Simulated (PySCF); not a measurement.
## Lu⁵⁷⁺: ionisation energy

Lu⁵⁷⁺ [Ne] 3s2 3p2 (3P) → Lu⁵⁸⁺ [Ne] 3s2 3p1 (2P), as a difference of total energies. Calculation: PySCF 2.14, in an even-tempered Gaussian basis (17 s from 15 bohr⁻², ratio 2.5; 12 p from 19 bohr⁻², ratio 2.5; 4 d from 74 bohr⁻², ratio 2.7; 4 f from 110 bohr⁻², ratio 2.7); the spin-free X2C one-electron Hamiltonian (Gaussian nucleus). Correlated levels: outer shells: 1s2 frozen; virtual orbitals above 40 to 60 times the deepest correlated orbital energy dropped. The calculations carry no spin-orbit coupling.

| method | ionisation energy (eV) |
| --- | --- |
| UHF | 5750.6 |
| LDA | 5751.5 |
| PBE | 5752.7 |
| PBE0 | 5752.6 |
| r2SCAN | 5753.2 |
| BP86 | 5753.4 |
| M06-L | 5751.5 |
| MP2 (outer shells) | 5751.2 |
| SCS-MP2 (outer shells) | 5751.0 |

Spin-orbit coupling is strong in these open shells (close to jj coupling). The scalar numbers leave it out and a first-order estimate fails, so it can dominate the gap to the real levels.

Breit and QED terms and the two-electron picture change are absent.

For comparison: 5937 ± 6 eV (theoretical estimate listed by NIST; NIST Atomic Spectra Database, ionization energies).
